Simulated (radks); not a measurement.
Species: Gd III. Configuration: [Xe] 4f7 5d1. Method: scalar-relativistic Kohn-Sham, LDA (Slater exchange, VWN5 correlation), spin-polarised, spherical densities, point nucleus; open shells are filled with parallel spins first (spin-orbit coupling, left out, can overturn this in heavy ions); hard spherical wall at 8 bohr; computed with a radial shooting solver on a logarithmic mesh with Libxc functionals.

Normalised radial functions P(r) = r R(r), r in bohr:

r           5d up
0.001053   0.0000
0.001404   0.0000
0.001887   0.0000
0.002538   0.0000
0.003384   0.0001
0.00455    0.0001
0.006069   0.0003
0.00816    0.0007
0.01097    0.0016
0.01463    0.0034
0.01967    0.0073
0.02645    0.0151
0.03528    0.0293
0.04743    0.0548
0.06376    0.0945
0.08505    0.1444
0.1143     0.1913
0.1525     0.1989
0.205      0.1249
0.2757    -0.0433
0.3677    -0.2312
0.4943    -0.3103
0.6646    -0.1703
0.8864     0.1384
1.192      0.4780
1.602      0.6835
2.137      0.6912
2.873      0.5325
3.832      0.3089
5.152      0.1201
6.927      0.0240

5d up: eigenvalue -15.962 eV, 2 radial nodes at r = 0.258, 0.788 bohr, <r> = 2.31 bohr, 90 % of the charge inside 3.54 bohr.
